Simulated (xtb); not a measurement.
Job for xtb: GFN2-xTB on C2H8S (a complex), monomers drawn apart or pushed together.

```
$ xtb mol.xyz --gfn 2 --sp --chrg 0 --uhf 0
11

S      0.14783482     0.12317471    -0.19878010
H      0.90338942     0.48977931     0.84802223
H     -0.29284410    -0.97515933     0.43460213
C     -0.88101590    -0.23103521     4.93541271
C      0.64462623    -0.19607687     4.94289998
H     -1.28018873     0.04768610     3.95853946
H     -1.29532398     0.46258164     5.66947823
H     -1.25569650    -1.22785974     5.17658696
H      1.06479184    -0.90234738     4.22342688
H      1.04454736    -0.45649077     5.92469938
H      1.01986186     0.79835975     4.69083779
```

The head of its log:

```
[...]
           -------------------------------------------------
          |                Calculation Setup                |
           -------------------------------------------------



molecular fragmentation (1/2 indicates fragments):
11122222222
# atoms in fragment 1/2:     3     8
 fragment masses (1/2) :       34.08       30.07
CMA distance (Bohr)    :   9.648
constraining FC (au)   :  0.0500

           -------------------------------------------------
          |                 G F N 2 - x T B                 |
           -------------------------------------------------

        Reference                      10.1021/acs.jctc.8b01176
      * Hamiltonian:
        H0-scaling (s, p, d)           1.850000    2.230000    2.230000
        zeta-weighting                 0.500000
      * Dispersion:
        s8                             2.700000
        a1                             0.520000
        a2                             5.000000
        s9                             5.000000
      * Repulsion:
        kExp                           1.500000    1.000000
        rExp                           1.000000
      * Coulomb:
        alpha                          2.000000
        third order                    shell-resolved
        anisotropic                    true
        a3                             3.000000
        a5                             4.000000
        cn-shift                       1.200000
        cn-exp                         4.000000
        max-rad                        5.000000


          ...................................................
          :                      SETUP                      :
          :.................................................:
          :  # basis functions                  26          :
          :  # atomic orbitals                  25          :
          :  # shells                           15          :
          :  # electrons                        22          :
          :  max. iterations                   250          :
          :  Hamiltonian                  GFN2-xTB          :
          :  restarted?                      false          :
          :  GBSA solvation                  false          :
          :  PC potential                    false          :
          :  electronic temp.          300.0000000     K    :
          :  accuracy                    1.0000000          :
          :  -> integral cutoff          0.2500000E+02      :
          :  -> integral neglect         0.1000000E-07      :
          :  -> SCF convergence          0.1000000E-05 Eh   :
          :  -> wf. convergence          0.1000000E-03 e    :
          :  Broyden damping             0.4000000          :
          :  net charge                          0          :
          :  unpaired electrons                  0          :
          ...................................................

 iter      E             dE          RMSdq      gap      omega  full diag
   1    -11.7056478 -0.117056E+02  0.297E+00    5.71       0.0  T
   2    -11.7238001 -0.181524E-01  0.154E+00    5.42       1.0  T
```

Problem. What total energy does the run end on?

Solution. -11.5929 hartree.
